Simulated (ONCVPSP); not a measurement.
Transferability test, ONCV potential for Ni

| Property | Result |
| --- | --- |
| Element | Ni (Z = 28) |
| Generator | ONCVPSP 4.0.1 |
| Type | optimised norm-conserving Vanderbilt (ONCV) |
| Functional | PBE |
| Relativity | scalar-relativistic |
| Frozen core | [Ne] |
| Valence charge | 18 |
| Reference configuration | 3s2 3p6 3d8 4s2 |
| Partial waves | 3s+4s: rc 1.20 bohr, ncon 3, nbas 7, qcut 11.7 1/bohr, 2 projectors; 3p: rc 1.10 bohr, ncon 3, nbas 7, qcut 13.9 1/bohr, 1 projector; 3d: rc 1.70 bohr, ncon 3, nbas 7, qcut 8 1/bohr, 1 projector |
| Local potential | polynomial inside 1.05 bohr (lpopt 5, dvloc0 0 Ha) |
| Core correction | Teter function, parameters optimised by the program |

Energies are relative to the spin-unpolarised reference configuration 3s2 3p6 3d8 4s2; without spin polarisation the order of configurations can differ from experiment.

```json
{"valence configuration": "3s2 3p6 3d8 4s1", "charge": "+1", "ΔE all-electron (eV)": "9.323", "error AE − PS (meV)": "+1.4"}
{"valence configuration": "3s2 3p6 3d8 4s0", "charge": "+2", "ΔE all-electron (eV)": "26.674", "error AE − PS (meV)": "+0.6"}
```

What are ΔE and the potential's error for 3s1 3p6 3d8 4s2?

ΔE = 119.396 eV all-electron; the error (AE − PS) is -977 meV.

What are ΔE and the potential's error for 3s2 3p6 3d7 4s0?

ΔE = 64.140 eV all-electron; the error (AE − PS) is -32 meV.

Levels in the configuration 3s1 3p6 3d8 4s2:

```json
{"level": "3s", "all-electron (eV)": "-128.427", "pseudo (eV)": "-130.372"}
{"level": "3p", "all-electron (eV)": "-88.550", "pseudo (eV)": "-90.171"}
{"level": "3d", "all-electron (eV)": "-25.002", "pseudo (eV)": "-25.005"}
{"level": "4s", "all-electron (eV)": "-15.093", "pseudo (eV)": "-15.175"}
```
